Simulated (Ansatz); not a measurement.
Task: Name a neutral molecule of C, N, S, Si and H with HOMO–LUMO gap (PBE0/def2-TZVPP) between 6.50 and 6.80 eV and HOMO energy (ωB97M-V/def2-TZVPP) between -8.85 and -8.55 eV (Ansatz, PBE0-D4/def2-TZVP geometry).

Result: `SC[SiH]1CN1` (6.53 eV, -8.75 eV); `N[SiH]1C=C1S` (6.70 eV, -8.79 eV); `NC1=N[SiH]1S` (6.51 eV, -8.63 eV). Other molecules can fit too; these were computed, each in one conformer that needn't be the lowest.
